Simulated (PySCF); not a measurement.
Computed IR spectrum (relative IR intensity) of a molecule CH₈FNOSi₂. The structure is a stationary point at PBE-D3(BJ)/def2-SVP. Other conformers were not sampled. Calculation: PBE-D3(BJ)/def2-SVP run with PySCF 2.14.0. Frequencies are harmonic and unscaled.

Lines under 2 % of the strongest are left out, and lines within 2 cm⁻¹ are merged.

ν (cm⁻¹): 87 (vw), 107 (vw), 157 (w), 163 (w), 230 (w), 247 (m), 398 (vw), 449 (w), 503 (vs), 616 (m), 676 (w), 687 (m), 724 (s), 793 (m), 804 (m), 817 (vs), 875 (m), 905 (w), 909 (w), 1005 (m), 1180 (vw), 1505 (w), 2104 (s), 2137 (s), 2166 (s), 2947 (w), 3008 (w), 3459 (w), 3551 (w), 3754 (m) (against the strongest line: vs over 80 %, s over 45 %, m over 15 %, w over 4 %, vw less)

### Question
Identify the compound among the candidates.
A) NC[Si@@H](F)O[SiH3]
B) N[SiH2]O[SiH2]CF
C) N[Si@H](O)[C@@H](F)[SiH3]
D) N[SiH2][Si@@H](O)CF

### Answer
D, N[SiH2][Si@@H](O)CF
